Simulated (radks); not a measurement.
Results of a calculation; reference values are marked as such.
Ionisation of neutral rhodium, [Kr] 4d8 5s1, to Rh+, [Kr] 4d8, under several functionals. Scalar-relativistic Kohn-Sham, spin-polarised, spherical densities, finite nucleus; open shells are filled with parallel spins first (spin-orbit coupling, left out, can overturn this in heavy ions); a radial shooting solver on a logarithmic mesh with Libxc functionals.

functional,E(Rh) (hartree),Exc (hartree),IE (eV),-e(HOMO) (eV),<r> HOMO (bohr),IE error (eV)
exchange-only r2SCAN,-4782.39965,-136.65966,7.031,3.700,1.595,-0.428
PW91,-4784.84920,-139.33053,7.925,4.830,3.230,+0.466
SOGGA,-4781.34734,-135.78925,7.767,4.710,3.221,+0.308
MS2 meta-GGA,-4784.01201,-138.39335,7.702,4.715,3.251,+0.243
"LDA (Slater exchange, Perdew-Zunger correlation)",-4779.44794,-133.86401,8.108,4.961,3.200,+0.649
HCTH/407,-4787.16635,-141.83765,7.762,4.750,3.193,+0.303

NIST Atomic Spectra Database: 7.459 eV (measured). Closest: MS2 meta-GGA. The Delta-SCF values span 1.08 eV, the total energies 7.72 hartree. The highest occupied level is 4d. Open shells are spherical and high-spin; term and fine-structure splittings are not resolved.
